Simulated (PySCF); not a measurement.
Two species compared at the same levels of theory.

First species: C₇H₁₁F₃O.
SMILES: `[C@@H](OC=C)(CC)CC(F)(F)F`

Second species: C7H10ClFO.
SMILES: `C=C[C@](F)(C(=O)Cl)C(C)C`

Levels: PBE0/pcSseg-1 for HOMO energy, LUMO energy and HOMO–LUMO gap. Geometries: GFN2-xTB. Each structure is a single optimised conformer of the isolated species, non-relativistic unless stated; the electronic structure was computed with PySCF and density fitting.

Dipoles, sizes and rotational constants follow the conformer. The torsions of the flexible species, by atom-mapped SMILES:
- `[CH2:1]=[CH:2][C@:3]([F:4])([C:5](=[O:6])[Cl:7])[CH:8]([CH3:9])[CH3:10]`: C1–C2–C3–F4 3°, C2–C3–C5–O6 -67°, C2–C3–C8–C9 -59°

The conformers of `C=CO[C@H](CC)CC(F)(F)F` aren't listed.

| property | column X | column Y |
| --- | --- | --- |
| HOMO energy | -7.03 eV | -8.07 eV |
| LUMO energy | 0.69 eV | -1.41 eV |
| HOMO–LUMO gap | 7.72 eV | 6.66 eV |

(1) Which column belongs to which species?

(2) How does each property change from the first species to the second?

Answers

(1) Column X is the first species and column Y the second. The first has 22 atoms and 88 electrons, the second 20 and 86.

(2) HOMO energy -1.04 eV; LUMO energy -2.10 eV; HOMO–LUMO gap -1.06 eV.

